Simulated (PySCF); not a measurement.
# Magnetisability: SMILES C(=C(CC)[Se]C#N)=O, C5H5NOSe

Molfile (atoms numbered from 1):
```
C5H5NOSe
     RDKit          3D

 13 12  0  0  0  0  0  0  0  0999 V2000
   -0.4730   -1.4255    0.2991 C   0  0  0  0  0  0  0  0  0  0  0  0
   -1.0124   -0.3076   -0.5875 C   0  0  0  0  0  0  0  0  0  0  0  0
   -0.2187    0.9591   -0.4350 C   0  0  0  0  0  0  0  0  0  0  0  0
   -0.5431    2.0675    0.1572 C   0  0  0  0  0  0  0  0  0  0  0  0
   -0.7751    3.0926    0.6505 O   0  0  0  0  0  0  0  0  0  0  0  0
    1.5803    1.0784   -1.1658 Se  0  0  0  0  0  2  0  0  0  0  0  0
    2.4624    0.3955    0.2833 C   0  0  0  0  0  0  0  0  0  0  0  0
    3.0153   -0.0307    1.1933 N   0  0  0  0  0  0  0  0  0  0  0  0
   -0.5173   -1.1399    1.3473 H   0  0  0  0  0  0  0  0  0  0  0  0
   -1.0592   -2.3298    0.1567 H   0  0  0  0  0  0  0  0  0  0  0  0
    0.5641   -1.6424    0.0481 H   0  0  0  0  0  0  0  0  0  0  0  0
   -2.0521   -0.0932   -0.3316 H   0  0  0  0  0  0  0  0  0  0  0  0
   -0.9755   -0.6237   -1.6336 H   0  0  0  0  0  0  0  0  0  0  0  0
  1  2  1  0
  2  3  1  0
  3  4  2  0
  4  5  2  0
  3  6  1  0
  6  7  1  0
  7  8  3  0
  1  9  1  0
  1 10  1  0
  1 11  1  0
  2 12  1  0
  2 13  1  0
M  END
```

Computed, not measured: PySCF 2.14.0, GIAO CAM-B3LYP/pcSseg-1 magnetisability, rotational g tensor and spin-rotation constants, non-relativistic, gas phase. Geometry: GFN2-xTB.

The calculation is non-relativistic, which matters for the atoms heavier than Zn.

What are the magnetisability and the molar susceptibility?

Isotropic -1388 × 10⁻³⁰ J/T², or -83.6 × 10⁻⁶ cm³/mol; principal values -1511, -1366, -1287 × 10⁻³⁰ J/T², anisotropy 197 × 10⁻³⁰ J/T² (root of half the summed squared differences of the principal values). The susceptibility is in cgs units.

Split it along the inertial axes a, b, c into diamagnetic and paramagnetic parts about the centre of mass, with the quadrupole moment.


```
axis  χ (10⁻⁶ cm³/mol)  diamagnetic (10⁻⁶ cm³/mol)  paramagnetic (10⁻⁶ cm³/mol)  summed x² of all electrons (Å²)  quadrupole Θ (D Å)
   a             -86.0                      -865.8                        779.7                            169.8               -0.56
   b             -81.1                     -1020.5                        939.5                            133.4               +3.78
   c             -83.6                     -1286.4                       1202.8                             70.7               -3.22
```
Anisotropies 2χaa − χbb − χcc = -7.4 and 2χbb − χaa − χcc = +7.6 × 10⁻⁶ cm³/mol. Θ is traceless in Buckingham's convention.

And the rotational g tensor?


```
axis  rotational constant (GHz)        g  nuclear part  electronic part
   a                     1.5393  -0.0173        0.5465          -0.5638
   b                     1.1956  -0.0177        0.5100          -0.5277
   c                     0.9660  -0.0112        0.5346          -0.5459
```
Asymmetric top; isotopes 12C, 1H, 14N, 16O, 80Se; no vibrational averaging.
